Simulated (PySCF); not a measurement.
C₂H₅BrSi, SMILES C(=C)[SiH2]Br.

Geometry: B3LYP-D3(BJ)/def2-SVP. Other conformers were not sampled.

Computed with PySCF with TDA-PBE/def2-SVPD.

Vertical excitations. 

```csv
state,energy (eV),λ (nm),f,main pairs
S1,4.97,250,0.002,"HOMO−1→LUMO 54 %, HOMO→LUMO 46 %"
S2,5.06,245,0.018,"HOMO→LUMO 44 %, HOMO−1→LUMO 41 %, HOMO−2→LUMO 14 %"
S3,6.28,197,0.086,"HOMO→LUMO+1 32 %, HOMO−2→LUMO 24 %, HOMO−1→LUMO+1 23 %, HOMO−2→LUMO+1 12 %"
S4,6.37,195,0.011,"HOMO−3→LUMO 65 %, HOMO→LUMO+1 18 %"
S5,6.44,192,0.027,"HOMO−1→LUMO+1 61 %, HOMO→LUMO+1 18 %, HOMO−3→LUMO 12 %"
S6,6.57,189,0.059,"HOMO−2→LUMO+1 33 %, HOMO→LUMO+1 26 %, HOMO−3→LUMO 19 %, HOMO−2→LUMO 8 %"
S7,6.91,179,0.027,HOMO→LUMO+2 85 %
S8,6.94,179,0.007,"HOMO−1→LUMO+2 80 %, HOMO−4→LUMO 16 %"
S9,6.97,178,0.013,"HOMO−4→LUMO 66 %, HOMO−1→LUMO+2 12 %"
S10,7.08,175,0.164,"HOMO−5→LUMO 49 %, HOMO−2→LUMO+1 18 %, HOMO−2→LUMO 10 %"
T1,4.22,294,0,"HOMO−2→LUMO 60 %, HOMO→LUMO 25 %, HOMO−1→LUMO 11 %"
T2,4.81,258,0,"HOMO→LUMO 64 %, HOMO−1→LUMO 26 %"
T3,4.89,254,0,"HOMO−1→LUMO 63 %, HOMO−2→LUMO 27 %, HOMO→LUMO 10 %"
T4,5.92,210,0,HOMO−3→LUMO 89 %
```
Triplets are in the Tamm–Dancoff approximation.
